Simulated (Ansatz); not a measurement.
(NaH)4 cube (Na4H4). Total charge 0; triplet. Geometry PBE-D4/def2-SVP, that of the neutral singlet; atoms count from 1.

```csv
atom,x (Å),y (Å),z (Å)
Na1,-0.950,-0.709,-1.465
H2,-0.200,-1.944,0.227
Na3,1.704,-0.800,0.090
H4,0.986,0.369,-1.662
Na5,0.191,1.863,-0.217
H6,-1.779,0.835,-0.094
Na7,-0.944,-0.353,1.592
H8,0.993,0.740,1.529
```

At PBE0-D4/def2-TZVP a singlet of charge 0 lies 4.22 eV below the triplet at the same geometry.

**Question.** Estimate the Mulliken populations from the PBE0/def2-TZVP orbitals of Ansatz.

**Answer.** 
```tsv
atom	charge (e)	spin (α − β)
Na1	-0.03	0.50
H2	-0.30	0.01
Na3	0.43	0.02
H4	-0.10	0.46
Na5	-0.03	0.50
H6	-0.10	0.46
Na7	0.43	0.02
H8	-0.30	0.01
```
Mulliken values and Mayer orders depend strongly on the basis.

**Question.** Where does the spin sit?

**Answer.** Summed by element: Na 1.04, H 0.96, of 2 unpaired in all. Largest on single atoms: Na1 0.50, Na5 0.50, H6 0.46.

**Question.** And the Mayer bond orders between bonded heavy atoms (over 0.3)?

**Answer.** Na1–Na5 0.67 (3.08 Å).
